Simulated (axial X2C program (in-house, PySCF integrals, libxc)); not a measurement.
**Potential curves of GaF⁺, spin-free**

All values were computed with an in-house relativistic program for diatomic molecules. Spin-free means the one-electron spin-free X2C Hamiltonian. Basis: Ga dyall-cv3z [9s9p7d4f1g], F dyall-av3z [7s6p3d2f] (cores contracted in-house); Gaussian nuclei, density fitting, unrestricted open shells. Masses: Ga 68.926 u, F 18.998 u.

State: M_S = 1/2, Λ = 0 (beyond evenly filled blocks: σα). Energies in eV from the fragments at the same level (Ga+ + F). Fits are polynomials in 1 − R0/R over 0.85 to 1.23 times the lowest point R0.

| R (Å) | PBE0 | BLYP | CCSD |
| --- | --- | --- | --- |
| 1.4868 | -0.4311 | -0.1218 |  |
| 1.5552 | -1.0472 | -0.8228 | -1.0209 |
| 1.6065 | -1.2986 | -1.1375 | -1.2886 |
| 1.6577 | -1.4195 | -1.3207 | -1.4155 |
| 1.7090 | -1.4452 | -1.4071 | -1.4379 |
| 1.7688 | -1.3907 | -1.4197 | -1.3698 |
| 1.8286 | -1.2772 | -1.3677 | -1.2343 |
| 1.9055 | -1.0858 | -1.2434 | -1.0087 |
| 1.9995 | -0.8349 | -1.0503 |  |
| 2.1362 | -0.5157 | -0.7623 |  |

Correlated methods: 9 electrons correlated (number of frozen shells: Ga 3 s, 2 p, 1 d; F 1 s), 259 virtual spin orbitals or spinors in MP2, 89 natural virtuals in coupled cluster.

One determinant describes the state; a PBE0 search over occupations chose it and may have missed a lower one. Dissociation energies refer to the lowest single-determinant-based atoms at the same level and basis. CCSD ran in a truncated set of natural virtual spinors with an MP2 remainder; without triples it tends to underbind. With the outer-core shells frozen, correlated bond lengths of heavy atoms tend to come out a few hundredths of an ångström too long. Coupled cluster ran on the points near the minimum only. MP2 and coupled cluster on one determinant become unreliable at the stretched end.

(1) What are Re, ωe and De at the PBE0 level?

(2) What are Re, ωe and De at the BLYP level?

(3) What are Re, ωe and De at the CCSD level?

Answers

(1) At PBE0, spin-free: Re = 1.700 Å, ωe ≈ 708 cm⁻¹, De = 1.45 eV to Ga+ + F; Be follows as 0.392 cm⁻¹.

(2) At BLYP, spin-free: Re = 1.748 Å, ωe ≈ 615 cm⁻¹, De = 1.42 eV to Ga+ + F; Be follows as 0.371 cm⁻¹.

(3) At CCSD, spin-free: Re = 1.696 Å, ωe ≈ 756 cm⁻¹, De = 1.44 eV to Ga+ + F; Be follows as 0.393 cm⁻¹.
